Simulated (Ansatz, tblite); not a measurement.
Removing an electron: the cluster CdO₂⁻ (the lowest doublet isomer of a short search). The state is a doublet with charge -1. Geometry: B3LYP-D4/def2-TZVPD. Ansatz, gas phase; energy differences of separate SCF runs; the oxidised species is a triplet (the singlet lies 1.31 eV higher at PBE0-D4/def2-TZVPD).

```xyz
3

Cd    0.619   -1.309   -0.874
O     0.304    0.817    0.645
O    -0.922    0.492    0.229
```

In the def2 sets Cd takes a core potential; there is no spin–orbit coupling. The xTB rows come from tblite. The structure holds 1 bond(s) between oxygen atoms. HOMO above LUMO, or a gap near zero within one spin, warns that the state may not be the lowest or that an electron is smeared out. Another isomer (doublet) lies 0.08 eV lower at r2SCAN-D4/def2-TZVPD.

Task: Estimate orbital energies and vertical ionisation energies at: GFN1-xTB; GFN2-xTB; PBE-D4/def2-TZVPD; r2SCAN-D4/def2-TZVPD; PBE0-D4/def2-TZVPD.

Result: 
```tsv
level	−HOMO (eV)	vertical IE (eV)	−LUMO (eV)	HOMO–LUMO gap (eV)	remarks
GFN1-xTB	–	8.94	–	–	–
GFN2-xTB	–	6.36	–	–	–
PBE-D4/def2-TZVPD	-1.51	2.03	-2.13	0.62	HOMO above zero (-1 doublet), gap within one spin near zero (triplet)
r2SCAN-D4/def2-TZVPD	-1.35	2.05	-2.59	1.24	HOMO above zero (-1 doublet)
PBE0-D4/def2-TZVPD	-0.11	2.21	-3.81	3.71	HOMO above zero (-1 doublet)
```

  A HOMO above zero means that the electron is unbound at that level or that self-interaction error raises the level; the energy of removing that electron tells which. HOMO and LUMO are the levels of the spin that leaves or enters (xTB has no such levels and no spin-polarisation term). Other spin states of the ions may lie lower, which would lower the ionisation energy or raise the affinity. Raw xTB energy differences between charge states are shifted by several eV; the methods need an empirical correction for them.
